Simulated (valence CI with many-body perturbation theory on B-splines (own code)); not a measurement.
# E1 line list for Tl68+

Computed by configuration interaction combined with many-body perturbation theory (CI+MBPT): three valence electrons over a frozen Dirac-Fock core [Ne], radial functions for each j: 11 s, 11 p, 10 d, 8 f, 5 g, 2 h, with the one-electron correlation potential Σ1, the two-electron term Σ2, the three-electron term Σ3, Breit, model QED; selected CI, second order for the rest, scaled by the run's own slope (own B-spline code, finite nucleus).

The last digits are not significant, and no measured levels were compared; by estimate large intervals hold to a few tenths of a per cent, small ones and those within an open d or f shell to about a per cent.

Lines 201 to 250 of 584 in falling wavelength, among levels below 301.84 Ry, chosen from the strongest by gf and those to the six lowest levels. Wavelengths and rates use the calculated energies. Electric multipoles are in the length gauge, E1 and E2 with the static RPA response of the core. Weak lines are less certain than strong ones. Lines between different terms over intervals too small for the method are left out, as are lines whose strength nearly cancels. The highest levels of a list are the least certain.

Levels are named by their leading jj configuration (3d3/2^4 stands for four electrons in 3d with j = 3/2), which in mixed levels can hold well under half, so a name can repeat and another be missing. Letters in brackets count levels of one name in rising energy.

```csv
λ vac (nm),Upper,Lower,A (s⁻¹),log gf,Branch %
3.160,(3d3/2 3d5/2^2) J=5/2 [b],(3p3/2 3d3/2 3d5/2) J=5/2 [b],1.99e+11,-0.75,4.8
3.151,(3s 3p1/2 3d5/2) J=3/2,(3s 3p1/2 3p3/2) J=5/2,2.16e+10,-1.89,2.3
3.147,(3s 3d5/2^2) J=3/2,(3s 3p3/2 3d5/2) J=3/2 [a],3.29e+11,-0.71,23.5
3.128,(3d5/2^3) J=3/2,(3p3/2 3d5/2^2) J=5/2 [a],3.84e+11,-0.65,27.8
3.116,(3s 3d3/2 3d5/2) J=7/2 [b],(3s 3p3/2 3d3/2) J=7/2,8.79e+10,-0.99,1.9
3.107,(3s 3d3/2 3d5/2) J=5/2 [b],(3s 3p3/2 3d3/2) J=5/2 [a],1.03e+11,-1.05,1.5
3.101,(3s 3d5/2^2) J=9/2,(3s 3p3/2 3d5/2) J=9/2,2.65e+11,-0.42,27.6
3.080,(3s 3p3/2 3d5/2) J=7/2 [b],(3s 3p3/2^2) J=5/2,3.04e+11,-0.46,5.7
3.057,(3p3/2 3d5/2^2) J=7/2 [b],(3p3/2^2 3d5/2) J=7/2,3.41e+11,-0.42,6.6
3.046,(3d5/2^3) J=5/2,(3p3/2 3d5/2^2) J=7/2 [a],1.56e+11,-0.88,10.8
3.027,(3s 3p1/2 3d5/2) J=5/2 [b],(3s 3p1/2 3p3/2) J=3/2 [a],6.05e+09,-2.30,1.5
3.018,(3p3/2 3d5/2^2) J=3/2 [b],(3p3/2^2 3d5/2) J=1/2,2.13e+11,-0.93,3.9
2.993,(3s 3p1/2 3d5/2) J=3/2,(3s 3p1/2 3p3/2) J=3/2 [a],5.98e+10,-1.49,6.3
1.960,(3p1/2^2 3d3/2) J=3/2,(3s^2 3p3/2) J=3/2,1.16e+09,-3.57,0.6
1.754,(3p3/2^2 3d5/2) J=7/2,(3s 3p3/2 3d5/2) J=5/2 [b],1.19e+12,-0.36,14.3
1.726,(3p3/2 3d3/2 3d5/2) J=7/2 [a],(3s 3d3/2 3d5/2) J=7/2 [b],4.30e+11,-0.81,5.7
1.720,(3p3/2 3d5/2^2) J=5/2 [a],(3s 3d5/2^2) J=3/2,1.29e+12,-0.46,28.4
1.719,(3s 3p1/2 3p3/2) J=3/2 [a],(3s^2 3p1/2) J=1/2,2.97e+10,-2.28,89.6
1.712,(3p3/2^2 3d5/2) J=1/2,(3s 3p3/2 3d5/2) J=3/2 [b],2.14e+12,-0.73,23.9
1.705,(3p3/2 3d3/2 3d5/2) J=3/2 [a],(3s 3d3/2 3d5/2) J=3/2 [b],9.53e+11,-0.78,11.7
1.704,(3p3/2 3d5/2^2) J=5/2 [a],(3s 3d5/2^2) J=7/2,1.13e+12,-0.53,24.9
1.704,(3p3/2 3d3/2 3d5/2) J=5/2 [b],(3s 3d3/2 3d5/2) J=3/2 [b],3.54e+11,-1.03,4.5
1.703,(3s 3p3/2 3d5/2) J=5/2 [a],(3s^2 3d5/2) J=5/2,8.12e+11,-0.67,58.8
1.703,(3p3/2^2 3d3/2) J=1/2,(3s 3p3/2 3d3/2) J=1/2 [b],2.78e+12,-0.62,22.8
1.699,(3p3/2 3d5/2^2) J=7/2 [a],(3s 3d5/2^2) J=7/2,7.39e+11,-0.59,17.3
1.696,(3p3/2^2 3d5/2) J=9/2,(3s 3p3/2 3d5/2) J=7/2 [b],4.23e+12,0.26,53.4
1.696,(3p3/2^2 3d5/2) J=7/2,(3s 3p3/2 3d5/2) J=7/2 [b],9.28e+11,-0.49,11.2
1.691,(3p3/2 3d5/2^2) J=9/2,(3s 3d5/2^2) J=7/2,1.32e+12,-0.25,28.8
1.689,(3s 3p3/2^2) J=5/2,(3s^2 3p3/2) J=3/2,1.48e+12,-0.42,99.8
1.688,(3p3/2 3d3/2 3d5/2) J=5/2 [b],(3s 3d3/2 3d5/2) J=5/2 [b],1.75e+12,-0.35,22.2
1.684,(3p3/2^2 3d3/2) J=7/2,(3s 3p3/2 3d3/2) J=5/2 [b],6.23e+12,0.33,55.5
1.683,(3p1/2 3p3/2 3d5/2) J=3/2 [a],(3s 3p1/2 3d5/2) J=3/2,1.79e+12,-0.52,54.0
1.683,(3p3/2 3d5/2^2) J=5/2 [a],(3s 3d5/2^2) J=5/2,1.54e+12,-0.41,33.9
1.681,(3p1/2 3p3/2^2) J=3/2,(3s 3p1/2 3p3/2) J=1/2,2.55e+12,-0.36,38.0
1.681,(3p3/2^2 3d3/2) J=3/2 [a],(3s 3p3/2 3d3/2) J=3/2 [b],1.72e+12,-0.54,14.2
1.680,(3p3/2 3d3/2 3d5/2) J=9/2 [a],(3s 3d3/2 3d5/2) J=7/2 [a],2.86e+12,0.08,40.3
1.679,(3p3/2 3d3/2 3d5/2) J=11/2,(3s 3d3/2 3d5/2) J=9/2,5.26e+12,0.43,82.7
1.678,(3p3/2 3d5/2^2) J=7/2 [a],(3s 3d5/2^2) J=5/2,2.83e+12,-0.02,66.1
1.676,(3p1/2 3p3/2 3d5/2) J=7/2 [a],(3s 3p1/2 3d5/2) J=7/2,2.65e+11,-1.05,7.5
1.676,(3p3/2 3d3/2 3d5/2) J=7/2 [b],(3s 3d3/2 3d5/2) J=7/2 [b],2.00e+12,-0.17,27.1
1.675,(3p3/2 3d3/2 3d5/2) J=7/2 [b],(3s 3d3/2 3d5/2) J=5/2 [b],2.40e+12,-0.09,32.6
1.674,(3p3/2 3d5/2^2) J=11/2,(3s 3d5/2^2) J=9/2,3.60e+12,0.26,93.3
1.672,(3s 3p3/2 3d5/2) J=3/2 [a],(3s^2 3d5/2) J=5/2,5.28e+11,-1.05,40.3
1.669,(3p1/2 3p3/2^2) J=5/2,(3s 3p1/2 3p3/2) J=3/2 [b],1.58e+12,-0.40,60.3
1.668,(3p3/2 3d5/2^2) J=3/2 [a],(3s 3d5/2^2) J=1/2,2.16e+12,-0.44,46.1
1.667,(3p3/2^2 3d5/2) J=5/2 [a],(3s 3p3/2 3d5/2) J=3/2 [b],3.20e+12,-0.10,38.4
1.666,(3p3/2 3d5/2^2) J=1/2,(3s 3d5/2^2) J=3/2,3.98e+12,-0.48,78.6
1.666,(3p3/2 3d3/2 3d5/2) J=7/2 [a],(3s 3d3/2 3d5/2) J=7/2 [a],3.46e+11,-0.94,4.6
1.665,(3p3/2 3d3/2 3d5/2) J=7/2 [a],(3s 3d3/2 3d5/2) J=5/2 [a],2.21e+12,-0.13,29.4
1.663,(3p1/2 3p3/2 3d5/2) J=5/2 [a],(3s 3p1/2 3d5/2) J=5/2 [b],1.58e+12,-0.41,54.9
```
